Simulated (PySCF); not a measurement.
H₅Cl₃O₃Si₃, SMILES O[Si](O)(O)[SiH2][Si](Cl)(Cl)Cl (PBE0/def2-SVP optimised geometry):

```
14

Si     1.352    -1.646     0.000
Cl     0.710    -2.795     1.577
Cl     3.410    -1.646     0.000
Cl     0.750    -2.606    -1.752
Si     0.414     0.491     0.000
Si    -1.822     0.246    -0.649
O     -2.453    -0.696     0.550
O     -1.872    -0.417    -2.165
O     -2.692     1.646    -0.752
H      0.621     1.088     1.353
H      1.197     1.261    -1.016
H     -3.410    -0.801     0.570
H     -1.284    -1.166    -2.324
H     -2.782     2.015    -1.637
```

Calculation: PBE0/def2-TZVP (PySCF).

What are the frontier orbital energies and the dipole moment?

HOMO-2 -9.25 eV, HOMO-1 -8.91 eV, HOMO -8.17 eV, LUMO -0.94 eV, LUMO+1 -0.62 eV; dipole moment 1.90 D.

On the same geometry PBE/def2-TZVP in PySCF gives HOMO-2 -7.71 eV, HOMO-1 -7.61 eV, HOMO -6.94 eV, LUMO -1.77 eV, LUMO+1 -1.45 eV; dipole moment 1.89 D.

Meta-Löwdin charges at PBE0/def2-TZVP: Si1 0.77, Cl2 -0.26, Cl3 -0.26, Cl4 -0.29, Si5 0.03, Si6 1.31, O7 -0.75, O8 -0.76, O9 -0.75, H10 -0.04, H11 -0.05, H12 0.36, H13 0.36, H14 0.36.
